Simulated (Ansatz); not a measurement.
Reaction (formal hydrolysis of a V–Cl bond): vanadium oxytrichloride + H₂O → `[O]=[V]([OH])([Cl])[Cl]` + HCl

Program: Ansatz. Geometries: PBE0-D4/def2-TZVP. ΔE: electronic, gas phase. CBS: MP2 limit from def2 TZ/QZ plus the TZ coupled-cluster correction, frozen cores. This one scheme is used for every species. For V outer-core shells are correlated without core-valence functions, which leaves a few kJ/mol of doubt a bond. Scalar relativity is left out up to krypton. Each species was taken in one conformer, which may not be the lowest.

`[O]=[V]([Cl])([Cl])[Cl]`:

Z-matrix (Å, degrees):
```
V
O 1 1.539
Cl 1 2.128 2 108.3
Cl 1 2.127 2 108.3 3 -120.0
Cl 1 2.127 2 108.3 3 120.0
```

H₂O:

```xyz
3

O    -0.044   -0.215   -0.321
H    -0.625   -0.179    0.441
H     0.669    0.394   -0.120
```

`[O]=[V]([OH])([Cl])[Cl]`:

Cartesian coordinates in Å:
```
O -1.584 -0.032 0.391
V -0.188 0.155 -0.241
O 0.991 -0.565 0.812
Cl -0.167 -0.817 -2.151
Cl 0.191 2.254 -0.452
H 0.758 -0.996 1.641
```

HCl:

Cartesian coordinates in Å:
```
Cl 0.217 0.468 -0.377
H -0.217 -0.468 0.377
```

```tsv
species	HF/def2-QZVPP energy (Eh)
`[O]=[V]([Cl])([Cl])[Cl]`	-2396.42918
H₂O	-76.06663
`[O]=[V]([OH])([Cl])[Cl]`	-2012.38276
HCl	-460.11222
```

Question: Work out ΔE.

Answer: ΔE = (-2012.38276) + (-460.11222) − (-2396.42918) − (-76.06663) = 0.00083 Eh = +2.2 kJ/mol. CCSD(T)/CBS gives +12.4 kJ/mol.

Largest T1 diagnostic among the species: 0.032, so the coupled-cluster value is less sure than usual.

In def2-TZVPP, CCSD(T) changes the Hartree–Fock value by +7.0 kJ/mol (the triples alone add +3.5 kJ/mol) and MP2 by +35.3 kJ/mol. Leaving LDA and LC-ωPBE aside and taking each functional with its dispersion term where it has one, the values, not all of them listed here, spread over 20.4 kJ/mol, from ωB97X-V to PBE-QIDH. At CCSD(T), def2-SVP lies −18.5 kJ/mol from the extrapolated value and def2-TZVPP −4.7 kJ/mol.
